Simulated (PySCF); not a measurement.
SMILES N(C)(C)[BH][GeH3], singlet (GFN2-xTB optimised geometry):

```
15

B      0.058    -0.481     0.000
Ge    -1.957    -0.481     0.000
H     -2.640    -1.162    -1.149
H     -2.632    -1.127     1.182
H     -2.629     0.867     0.000
H      0.655    -0.989    -0.874
N      0.787     0.105     1.007
C      2.234     0.130     1.047
C      0.222     0.773     2.158
H      2.597     1.162     1.060
H      2.599    -0.370     1.949
H      2.640    -0.375     0.175
H      0.551     0.285     3.081
H      0.549     1.817     2.191
H     -0.864     0.747     2.115
```

Computed with PBE0/def2-TZVP (PySCF 2.14.0).

Q: What are the frontier orbital energies and the dipole moment?

A: HOMO-2 -8.81 eV, HOMO-1 -7.94 eV, HOMO -7.76 eV, LUMO -0.56 eV, LUMO+1 0.84 eV; dipole moment 3.19 D.

On the same geometry PBE/def2-TZVP in PySCF 2.14.0 gives HOMO-2 -7.50 eV, HOMO-1 -6.71 eV, HOMO -6.53 eV, LUMO -1.43 eV, LUMO+1 0.06 eV; dipole moment 3.26 D.

Meta-Löwdin charges at PBE0/def2-TZVP: B1 -0.16, Ge2 0.17, H3 -0.06, H4 -0.06, H5 -0.06, H6 0.01, N7 -0.09, C8 -0.24, C9 -0.24, H10 0.11, H11 0.11, H12 0.13, H13 0.12, H14 0.12, H15 0.13.
